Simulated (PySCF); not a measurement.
Ionisation energy of Hg⁶⁸⁺ by level of theory

Hg⁶⁸⁺ [Ne] 3s2 (1S) → Hg⁶⁹⁺ [Ne] 3s1 (2S), as a difference of total energies. Computed with PySCF 2.14 in an uncontracted even-tempered set (17 s from 21 bohr⁻², ratio 2.5; 12 p from 28 bohr⁻², ratio 2.5; 4 d from 100 bohr⁻², ratio 2.7; 4 f from 150 bohr⁻², ratio 2.7), with scalar relativity by spin-free X2C-1e. Correlated levels: outer shells: 1s2 frozen; virtual orbitals above 40 to 60 times the deepest correlated orbital energy dropped. The calculations carry no spin-orbit coupling.

```
                method  ionisation energy (eV)
                   UHF                  8474.5
                   LDA                  8479.8
                   PBE                  8485.2
                  PBE0                  8482.8
                r2SCAN                  8473.9
                  BLYP                  8484.3
                  BP86                  8484.5
    MP2 (outer shells)                  8477.8
SCS-MP2 (outer shells)                  8478.2
```

Task: How much does correlation contribute at MP2 (outer shells)?

Result: 8477.8 − (8474.5) = 3.3 eV, measured against UHF.

Breit and QED terms and the two-electron picture change are absent.

For comparison: 8470 ± 50 eV (theoretical estimate listed by NIST; NIST Atomic Spectra Database, ionization energies).
